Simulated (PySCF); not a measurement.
Al(Cl)(NHMe)(OH) (CH₅AlClNO), SMILES C[NH][Al]([OH])[Cl]. Atoms are numbered in the order given.

```xyz
10

Al     0.2505    -0.1108     0.0000
Cl    -0.5753    -2.0593     0.0000
N     -0.8363     1.2899     0.0000
C     -0.4705     2.6975     0.0000
H     -1.8485     1.1392     0.0000
H     -0.8480     3.2411    -0.8970
H     -0.8480     3.2411     0.8970
H      0.6331     2.8033     0.0000
O      1.9403     0.1697     0.0000
H      2.5905    -0.5487     0.0000
```

The structure is a stationary point at PBE-D3(BJ)/def2-SVP. The structure was generated by enumeration; whether it is a known compound was not checked. One conformer was computed; it need not be the lowest.

Two levels are set side by side: PBE/pcSseg-1 (PySCF) and PBE0/pcSseg-1 (PySCF). GIAO shifts against H2O (¹⁷O), HCl (³⁵Cl), NH3 (¹⁵N), TMS (¹H), TMS (¹³C) at the same level; non-relativistic, no solvent, atoms listed together averaged. Without spin–orbit terms, shifts of atoms bonded to Cl or Br come out too high at both levels. Differences are taken from unrounded values.

| quantity | PBE0 |
|---|---|
| δ(³⁵Cl) of Cl2 (ppm) | -56.9 |
| δ(¹⁵N) of N3 (ppm) | 30.9 |
| δ(¹³C) of C4 (ppm) | 36.3 |
| δ(¹H) of H5 (ppm) | 0.80 |
| δ(¹⁷O) of O9 (ppm) | 28.3 |
| δ(¹H) of H10 (ppm) | 2.08 |

Q: What does PBE give, and how far is it from PBE0? (An estimate is asked for; the answer gives what the named calculation found.)

A: 
```tsv
quantity	PBE	PBE minus PBE0
δ(³⁵Cl) of Cl2 (ppm)	-43.5	13.5
δ(¹⁵N) of N3 (ppm)	40.8	9.9
δ(¹³C) of C4 (ppm)	38.1	1.7
δ(¹H) of H5 (ppm)	0.92	0.12
δ(¹⁷O) of O9 (ppm)	37.5	9.2
δ(¹H) of H10 (ppm)	2.02	-0.06
```

Rough cost on one machine, each run with all the roots and properties that it gave: PBE0 against PBE within a factor of 2.
